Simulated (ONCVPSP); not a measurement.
What one change does to a pseudopotential (boron (B), ONCV)

```
Element                 : boron (B)
Generator               : ONCVPSP 4.0.1
Type                    : optimised norm-conserving Vanderbilt (ONCV)
Functional              : PBE
Relativity              : scalar-relativistic
Frozen core             : [He]
Valence charge          : 3
Reference configuration : 2s2 (charge +1)
Partial waves           : 2s: rc 1.60 bohr, ncon 3, nbas 6, qcut 4.2 1/bohr, 1 projector; p scattering state at 0.39 Ha: rc 1.20 bohr, ncon 4, nbas 8, qcut 7.7 1/bohr, 3 projectors, debl 2.9 Ha; d scattering state at 0.18 Ha: rc 1.75 bohr, ncon 3, nbas 6, qcut 6 1/bohr, 2 projectors, debl 1.8 Ha
Local potential         : polynomial inside 0.95 bohr (lpopt 1, dvloc0 6 Ha)
Core correction         : Teter function, fcfact 2.25, rcfact 1.75
```

In the p channel the program set the typed energies aside and used 0.050, 2.950, 5.850 Ha.

Change: reference 2s1.5.

Cutoffs: the cutoffs (Ha) at which the residual kinetic energy of the hardest occupied pseudo-wave falls to 1 and 0.1 mHa per electron; they do not see the model core or the augmentation charge, which bear on the density cutoff. Errors are all-electron minus pseudo energies relative to the spin-unpolarised reference configuration.

What does the change do?

The potential gets neither clearly harder nor softer (8.6 Ha and 32 Ha → 8.9 Ha and 33 Ha); neither file shows a bound ghost.

```tsv
quantity	base	changed
cutoff, loose	8.6 Ha	8.9 Ha
cutoff, tight	32 Ha	33 Ha
bound ghosts	none	none
GHOST(+) flags under 300 eV	none	none
largest error over its own tests, meV	+64	+97
s: phases at 1.63 bohr within 0.05 rad from the reference energy up to (Ha; the scan ends near 5)	1.6	1.3
p: phases at 1.22 bohr within 0.05 rad from the reference energy up to (Ha; the scan ends near 5)	to the end of the scan	to the end of the scan
d: phases at 1.78 bohr within 0.05 rad from the reference energy up to (Ha; the scan ends near 5)	to the end of the scan	to the end of the scan
rms error of d²Exc/dni dnj with the model core, mHa	1.64	1.75
```

Changed file: The cutoffs count occupied waves only; projector 1 of the p channel, the hardest unoccupied one, needs 23 Ha at the loose tolerance.
